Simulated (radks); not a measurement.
Results of a calculation; reference values are marked as such.
Effect of the nuclear size on the praseodymium ion Pr2+, [Xe] 4f3. Code: a radial shooting solver on a logarithmic mesh with Libxc functionals. Model: Dirac Kohn-Sham, PBE, spin-unpolarised, spherical densities, finite nucleus; open shells fill j = l - 1/2 first; Fermi nuclear charge, rms radius 4.8919 fm. The rms radius is varied about that value; shifts are against it.

rms radius (fm)  total energy shift (eV)  density at nucleus (e/bohr^3)  1s1/2 shift (meV)  2s1/2 shift (meV)  4p1/2 shift (meV)  5s1/2 shift (meV)  5p1/2 shift (meV)  4f5/2 shift (meV)  6s1/2 (empty) shift (meV)
4.0798                             -3.56                      4.335e+05              -1480               -183              0.342              -1.41              0.073              0.192                     -0.231
4.4761                             -1.89                      4.249e+05               -784              -96.7              0.181             -0.747              0.039              0.102                     -0.122
4.8919                                 0                      4.169e+05              0.000              0.000              0.000              0.000              0.000              0.000                      0.000
5.2735                              1.85                      4.102e+05                767               94.7             -0.177              0.731             -0.038             -0.099                      0.120
5.7382                              4.24                      4.028e+05               1760                217             -0.407               1.68             -0.087             -0.228                      0.275

Slopes of the eigenvalues against <r^2> in GHz/fm^2, as finite differences over the two radii next to the reference (eigenvalue slopes, not the field-shift constants of lines): 1s1/2 48200, 2s1/2 5950, 4p1/2 -11.1, 5s1/2 46.0, 5p1/2 -2.40, 4f5/2 -6.25, 6s1/2 (empty) 7.54.
